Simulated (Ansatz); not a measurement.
Reaction (substitution at a C–N bond): `CN([SiH3])CF` + `[CH3][In]([NH2])[Cl]` → `C[NH][In]([CH3])[Cl]` + `FCN[SiH3]`

Calculated with Ansatz (gas phase, PBE0-D4/def2-TZVP geometries, no zero-point term in ΔE). CCSD(T)/CBS adds triple-zeta CCSD(T) − MP2 to the extrapolated MP2 energy (def2 sets, frozen cores). Functionals use def2-TZVPP. B3LYP here is the variant with VWN-RPA as its local correlation; programs differ in this. def2 core potentials past Kr. For In outer-core shells are correlated without core-valence functions, which leaves a few kJ/mol of doubt a bond. One conformer a species, not always the lowest.

`CN([SiH3])CF`:

```xyz
13

C    -0.608    0.993    0.905
N     0.090   -0.065    0.197
Si   -0.822   -1.211   -0.731
C     1.444    0.174   -0.069
F     1.638    1.129   -1.081
H    -0.760    1.886    0.289
H    -1.585    0.637    1.238
H    -0.040    1.284    1.795
H    -1.492   -0.633   -1.930
H    -1.882   -1.769    0.149
H     0.127   -2.267   -1.166
H     1.951    0.580    0.814
H     1.938   -0.738   -0.410
```

`[CH3][In]([NH2])[Cl]`:

Cartesian coordinates in Å:
```
C -0.474 1.690 -0.021
In 0.474 -0.214 -0.028
N -0.218 -2.093 -0.085
Cl 2.819 -0.280 -0.200
H 0.291 2.465 -0.022
H -1.099 1.791 -0.909
H -1.101 1.794 0.865
H 0.436 -2.835 0.112
H -1.128 -2.318 0.288
```

`C[NH][In]([CH3])[Cl]`:

```xyz
12

C     0.227   -0.458    2.066
N     0.064    0.713    1.240
In   -0.128    0.827   -0.742
C    -0.167   -0.657   -2.264
Cl   -0.342    3.093   -1.328
H    -0.585   -0.573    2.797
H     0.228   -1.362    1.451
H     1.173   -0.452    2.622
H     0.054    1.578    1.757
H    -1.094   -0.559   -2.829
H    -0.103   -1.655   -1.834
H     0.674   -0.495   -2.938
```

`FCN[SiH3]`:

```xyz
10

F     1.000   -0.635    1.798
C     0.394   -1.144    0.641
N     0.432   -0.243   -0.436
Si   -0.619    1.129   -0.565
H     0.927   -2.068    0.405
H    -0.642   -1.364    0.913
H     1.328   -0.201   -0.897
H    -0.622    1.556   -1.987
H    -1.966    0.670   -0.140
H    -0.231    2.299    0.269
```

| level | ΔE (kcal/mol) | difference from CCSD(T)/CBS |
| --- | --- | --- |
| PBE-D4 | 3.3 | 0.0 |
| r2SCAN-D4 | 3.5 | 0.2 |
| PBE0-D4 | 3.2 | -0.1 |
| B3LYP-D4 | 3.2 | -0.1 |
| ωB97X-V | 3.4 | 0.1 |
| ωB97M-V | 3.6 | 0.3 |
| B2PLYP | 2.8 | -0.5 |
| PBE | 2.8 | -0.5 |
| r2SCAN | 3.4 | 0.1 |
| PBE0 | 2.8 | -0.5 |
| B3LYP | 2.3 | -1.0 |
| HF/def2-TZVPP | 2.0 | -1.3 |
| MP2/def2-TZVPP | 3.7 | 0.4 |
| SCS-MP2/def2-TZVPP | 3.2 | -0.1 |
| CCSD/def2-TZVPP | 3.1 | -0.2 |
| CCSD(T)/def2-TZVPP | 3.4 | 0.1 |
| HF/def2-QZVPP | 1.9 | -1.4 |
| MP2/def2-QZVPP | 3.6 | 0.3 |
| SCS-MP2/def2-QZVPP | 3.2 | -0.1 |
| HF/CBS(def2) | 1.9 | -1.4 |
| MP2/CBS(def2) | 3.6 | 0.3 |
| CCSD/CBS(def2) | 3.1 | -0.2 |
| CCSD(T)/CBS | 3.3 | 0 |

Largest T1 diagnostic among the species: 0.013.

In def2-TZVPP, CCSD(T) changes the Hartree–Fock value by +1.4 kcal/mol (the triples alone add +0.2 kcal/mol) and MP2 by +1.7 kcal/mol. The D4 term adds +0.8 kcal/mol with B3LYP and +0.4 kcal/mol with PBE0; it sums over pairs of atoms, weighted by their polarisabilities, and B3LYP, whose exchange is more repulsive, gets the larger term.
